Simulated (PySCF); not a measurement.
HO2Si, SMILES O=[Si]=[OH+], charge +1. Atoms are numbered in the order given.

```xyz
4

O     -0.0012     1.5745     0.0000
Si     0.0187     0.0852     0.0000
O     -0.0906    -1.4443     0.0000
H      0.4724    -2.2335     0.0000
```
Charge +1, spin multiplicity 1.

The structure is a stationary point at PBE0-D3(BJ)/def2-TZVP. The isomer is the one that the SMILES or the coordinates give; other isomers of the formula were not compared.

The numbers are results of TDDFT-LC-ωPBE/def2-SVPD (PySCF), not measurements.

Vertical excitations. The molecule is in vacuum. State labels are in the subgroup Cs.

Computed UV-visible absorptions:
| state | symmetry | energy (eV) | λ (nm) | f | main pairs |
|---|---|---|---|---|---|
| S1 | A" | 4.71 | 263 | 0.020 | HOMO→LUMO 98 % |
| S2 | A' | 4.77 | 260 | 0.023 | HOMO−1→LUMO 98 % |
| S3 | A' | 6.76 | 183 | 0.029 | HOMO−2→LUMO 78 %, HOMO−1→LUMO+1 13 % |
| S4 | A" | 7.20 | 172 | 0.000 | HOMO→LUMO+1 87 % |
| S5 | A' | 7.51 | 165 | 0.001 | HOMO−1→LUMO+1 49 %, HOMO→LUMO+2 49 % |
| S6 | A" | 7.59 | 163 | 0.000 | HOMO−1→LUMO+2 88 % |
| S7 | A" | 7.86 | 158 | 0.038 | HOMO−3→LUMO 98 % |
| S8 | A' | 8.34 | 149 | 0.037 | HOMO−4→LUMO 95 % |
| S9 | A' | 9.33 | 133 | 0.047 | HOMO−2→LUMO+1 95 % |
| S10 | A" | 9.58 | 129 | 0.040 | HOMO−2→LUMO+2 95 % |
| T1 | A" | 3.93 | 315 | 0 | HOMO→LUMO 96 % |
| T2 | A' | 3.94 | 314 | 0 | HOMO−1→LUMO 96 % |
| T3 | A' | 5.31 | 234 | 0 | HOMO−2→LUMO 79 % |
| T4 | A' | 6.41 | 193 | 0 | HOMO−1→LUMO+1 68 %, HOMO−2→LUMO 17 %, HOMO→LUMO+2 12 % |
Triplets are in the Tamm–Dancoff approximation, which puts them higher than full response would, so one can lie above its singlet here.
